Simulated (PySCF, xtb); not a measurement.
Mo(NH)2(OH)2 (H4MoN2O2), SMILES [NH]=[Mo](=[NH])([OH])[OH], multiplicity 1. The values are those of a single conformer.

Harmonic wavenumbers (cm⁻¹) from GFN2-xTB in xtb at its own minimum, in rising order: 119, 153, 154, 209, 218, 267, 279, 409, 415, 462, 530, 542, 572, 617, 641, 961, 1009, 3433, 3438, 3594, 3599.

Task: What does PySCF with PBE-D3(BJ)/def2-SVP give at its own minimum? (An estimate is asked for; the answer gives what the named calculation found.)

Result: 187, 227, 232, 245, 265, 277, 323, 394, 530, 571, 652, 662, 678, 728, 737, 967, 984, 3516, 3518, 3733, 3736. Paired by order, the mean absolute difference is 77 cm⁻¹ and the zero-point energies are 30.9 and 33.1 kcal/mol.
